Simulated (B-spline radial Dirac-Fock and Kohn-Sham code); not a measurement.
Level of theory: configuration-average Dirac-Fock orbitals; an atomic code on a B-spline grid.

**Question.** This computed X-ray form factor belongs to an atom or ion in its tabulated ground configuration. Which?

```tsv
sin θ/λ (Å⁻¹)	f₀
0.45	8.942
0.5	8.928
0.9	8.769
1.2	8.596
1.8	8.126
2.5	7.418
4	5.657
5	4.545
6	3.612
```

**Answer.** Os⁶⁷⁺, with 9 electrons in [He] 2s2 2p5. f₀ tends to the number of electrons as s goes to zero, which the first rows give only roughly, and the rate of fall reflects the nuclear charge, 76.

**Question.** This computed X-ray form factor belongs to an atom or ion in its tabulated ground configuration. Which?

```tsv
sin θ/λ (Å⁻¹)	f₀
0.09	27.757
0.13	27.497
0.37	24.283
0.69	17.798
0.85	14.714
1.28	9.025
3.58	2.934
4.41	2.058
5.41	1.506
```

**Answer.** Nb¹³⁺, with 28 electrons in [Ar] 3d10. f₀ tends to the number of electrons as s goes to zero, which the first rows give only roughly, and the rate of fall reflects the nuclear charge, 41.

**Question.** This computed X-ray form factor belongs to an atom or ion in its tabulated ground configuration. Which?

| sin θ/λ (Å⁻¹) | f₀ |
| --- | --- |
| 0.05 | 24.715 |
| 0.1 | 23.903 |
| 0.2 | 21.160 |
| 0.25 | 19.511 |
| 0.4 | 14.740 |
| 0.45 | 13.393 |
| 0.9 | 7.256 |
| 1.6 | 4.610 |
| 5 | 1.033 |

**Answer.** Co²⁺, with 25 electrons in [Ar] 3d7. f₀ tends to the number of electrons as s goes to zero, which the first rows give only roughly, and the rate of fall reflects the nuclear charge, 27.

**Question.** This computed X-ray form factor belongs to an atom or ion in its tabulated ground configuration. Which?

```tsv
sin θ/λ (Å⁻¹)	f₀
0.1	29.721
0.25	25.091
0.5	17.702
0.6	15.254
0.8	11.347
1.1	7.951
2	4.780
2.5	3.654
5	1.292
```

**Answer.** Se³⁺, with 31 electrons in [Ar] 3d10 4s2 4p1. f₀ tends to the number of electrons as s goes to zero, which the first rows give only roughly, and the rate of fall reflects the nuclear charge, 34.
